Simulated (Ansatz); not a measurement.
`[F][Cd][O][SiH3]` + `N[Si]Br` → `[SiH3][O][Cd][Br]` + `N[Si]F`  (redistribution)

Computed with Ansatz on PBE0-D4/def2-TZVP structures; ΔE is electronic, products minus reactants. CCSD(T)/CBS is the MP2 limit (def2-TZVPP, def2-QZVPP) plus CCSD(T) − MP2 in def2-TZVPP, frozen cores. This one scheme is used for every species. DFT in def2-TZVPP. B3LYP here is the variant with VWN-RPA as its local correlation; programs differ in this. Elements past krypton have def2 core potentials. For Br, Cd outer-core shells are correlated without core-valence functions, which leaves a few kJ/mol of doubt a bond. Scalar relativity is left out up to krypton. One conformer a species, not always the lowest.

| level | ΔE (kcal/mol) | difference from CCSD(T)/CBS |
| --- | --- | --- |
| PBE-D4 | -30.6 | 5.2 |
| BLYP-D4 | -31.1 | 4.7 |
| B3LYP-D4 | -34.2 | 1.6 |
| r2SCAN0-D4 | -35.9 | -0.1 |
| CAM-B3LYP | -36.3 | -0.5 |
| HF/def2-TZVPP | -41.6 | -5.8 |
| CCSD(T)/def2-TZVPP | -35.9 | -0.1 |
| MP2/def2-QZVPP | -36.0 | -0.2 |
| MP2/CBS(def2) | -36.1 | -0.3 |
| CCSD/CBS(def2) | -36.8 | -1.0 |
| CCSD(T)/CBS | -35.8 | 0 |

Largest T1 diagnostic among the species: 0.016.

Leaving LDA and LC-ωPBE aside and taking each functional with its dispersion term where it has one, the values, not all of them listed here, spread over 8.5 kcal/mol, from BHLYP-D4 to revPBE-D4. LDA lies −2.2 kcal/mol from PBE without D4. At CCSD(T), def2-SVP lies +0.7 kcal/mol from the extrapolated value and def2-TZVPP −0.1 kcal/mol. From PBE to PBE0 (25 % exact exchange), in def2-TZVPP and without D4, ΔE moves by −3.3 kcal/mol.
